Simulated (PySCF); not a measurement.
H₂O₃Si, SMILES O[Si](=O)O.

Coordinates come from a B3LYP-D3(BJ)/def2-SVP optimisation. The values are those of a single conformer.

Level of theory: PySCF with PBE/def2-TZVPD.

Symmetry labels are those of the subgroup C2v that the program uses (full group C2v).

Computed valence orbital energies around the gap with their symmetry:
```csv
orbital,symmetry,energy (eV)
HOMO−7,B2,-13.08
HOMO−6,A1,-10.81
HOMO−5,B2,-10.12
HOMO−4,B1,-9.93
HOMO−3,A2,-8.88
HOMO−2,A1,-8.41
HOMO−1,B1,-7.26
HOMO,B2,-6.91
LUMO,A1,-2.35
LUMO+1,B1,-0.82
LUMO+2,B2,-0.40
LUMO+3,A1,0.06
```
